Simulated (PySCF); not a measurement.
Gas-phase reaction: Ga2H6 + 2 F2 = 2 GaH + 4 HF

Energies from PySCF, thermal terms from the rigid-rotor harmonic-oscillator model, ideal gas at 1 bar. † marks an energy on the PBE0/def2-TZVP geometry and frequencies; other levels use their own. MP2 freezes the core. 6-31G* has spherical d functions here. All species are closed-shell singlets. B3LYP is the form with VWN-RPA correlation. Ga: all electrons, no relativistic terms. Ga2H6, GaH: computed as isolated molecules; such fragments, hydroxides, amides, oligomers or adducts are transient or little studied in the gas. MP2 isn't extrapolated to the basis-set limit.

```json
[
 {"level": "B3LYP/def2-TZVP†", "ΔH°(298 K), kJ": "-819"},
 {"level": "BLYP/def2-TZVP†", "ΔH°(298 K), kJ": "-794"},
 {"level": "HF/6-31G*", "ΔH°(298 K), kJ": "-811"},
 {"level": "MP2/def2-SVP†", "ΔH°(298 K), kJ": "[?]"},
 {"level": "MP2/def2-TZVPP†", "ΔH°(298 K), kJ": "[?]"},
 {"level": "PBE/def2-SVP", "ΔH°(298 K), kJ": "[?]"},
 {"level": "PBE/def2-TZVP†", "ΔH°(298 K), kJ": "[?]"},
 {"level": "PBE0/def2-SVP†", "ΔH°(298 K), kJ": "-706"},
 {"level": "r2SCAN/def2-TZVP†", "ΔH°(298 K), kJ": "-716"},
 {"level": "ωB97M-V/def2-TZVP†", "ΔH°(298 K), kJ": "-788"}
]
```

### Question
Fill in the missing entries.

### Answer

- MP2/def2-SVP†, ΔH°(298 K), kJ: -784
- MP2/def2-TZVPP†, ΔH°(298 K), kJ: -841
- PBE/def2-SVP, ΔH°(298 K), kJ: -635
- PBE/def2-TZVP†, ΔH°(298 K), kJ: -733
